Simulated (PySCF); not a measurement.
# Cr¹³⁺ (chromium, charge +13) across methods

[Ne] 3s1, 2S determinant. Calculation: PySCF 2.14, in an uncontracted even-tempered set (17 s from 0.81 bohr⁻², ratio 2.5; 11 p from 1.1 bohr⁻², ratio 2.5; 5 d from 4.4 bohr⁻², ratio 2.7; 4 f from 6.6 bohr⁻², ratio 2.7); no relativity, point nucleus.

```tsv
method	E (hartree)	mean ε 2p α (eV)	mean ε 2p β (eV)	mean ε 3s α (eV)	Σ⟨r²⟩ (bohr²)	⟨S²⟩
TPSSh	-971.693	-934.89	-933.89	-371.27	1.342	0.750
BHandHLYP	-971.723	-952.26	-951.17	-376.16	1.341	0.750
r2SCAN	-971.656	-934.33	-933.42	-370.57	1.343	0.750
PBE0	-971.463	-940.83	-939.75	-373.00	1.342	0.750
PBE	-971.393	-929.42	-928.41	-370.08	1.342	0.750
UHF	-971.23976	-973.50	-972.14	-381.15	1.344	0.750
```

(1) Estimate the same row for LDA.

## Answers

(1) E (hartree) = -969.313; mean ε 2p α (eV) = -928.78; mean ε 2p β (eV) = -927.82; mean ε 3s α (eV) = -370.00; Σ⟨r²⟩ (bohr²) = 1.343; ⟨S²⟩ = 0.750.
